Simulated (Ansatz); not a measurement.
`[SiH3][O][Ge][Cl]` + HCl → `[Cl][Ge][Cl]` + `O[SiH3]` at 700 K and 1 bar (ligand exchange at a Ge–O bond).

Computed with Ansatz on PBE0-D4/def2-TZVP structures; ΔE is electronic, products minus reactants. CCSD(T)/CBS is the MP2 limit (def2-TZVPP, def2-QZVPP) plus CCSD(T) − MP2 in def2-TZVPP, frozen cores. This one scheme is used for every species. For Ge outer-core shells are correlated without core-valence functions, which leaves a few kJ/mol of doubt a bond. Scalar relativity is left out up to krypton. One conformer a species, not always the lowest.

```tsv
species	CCSD(T)/CBS energy (Eh)	H − E (kJ/mol)	S (J/(mol·K))
`[SiH3][O][Ge][Cl]`	-2902.05095	144.3	444.8
HCl	-460.38127	38.4	211.8
`[Cl][Ge][Cl]`	-2995.74627	41.4	343.0
`O[SiH3]`	-366.69042	144.6	321.6
```

H − E and S are ideal-gas, rigid-rotor, harmonic terms from PBE0-D4/def2-TZVP, for one conformer and one mirror image of each species. 1 Eh = 2625.50 kJ/mol, R = 8.31446 J/(mol·K).

Task: By hand: ΔE, ΔH, ΔS and ΔG.

Result: ΔE = (-2995.74627) + (-366.69042) − (-2902.05095) − (-460.38127) = -0.00447 Eh = -11.7 kJ/mol. Δ(H − E) = 41.4 + 144.6 − 144.3 − 38.4 = 3.3, so ΔH = -8.4 kJ/mol. ΔS = 343.0 + 321.6 − 444.8 − 211.8 = 8.0 J/(mol·K). ΔG = -8.4 − 700 × (8.0)/1000 = -14.0 kJ/mol.

Task: By hand: the equilibrium constant, and the temperature at which ΔG would vanish if ΔH and ΔS stayed fixed.

Result: log₁₀ K = −ΔG/(RT ln 10) = 1.0. ΔH and −TΔS have one sign here, so there is no such temperature.

TΔS isn't small against ΔH here. A doubt of 5 kJ/mol in ΔE shifts log₁₀ K by 0.4 here. Other conformers and mirror images would add mixing entropy, several J/(mol·K) or more a flexible species. These are equilibria of isolated gas molecules and say nothing of rates. Largest T1 diagnostic: 0.014 (customary marks: 0.02 for closed shells, 0.045 for open ones).

ΔS is within the doubt of such terms, so its sign, and with it that verdict, could turn.
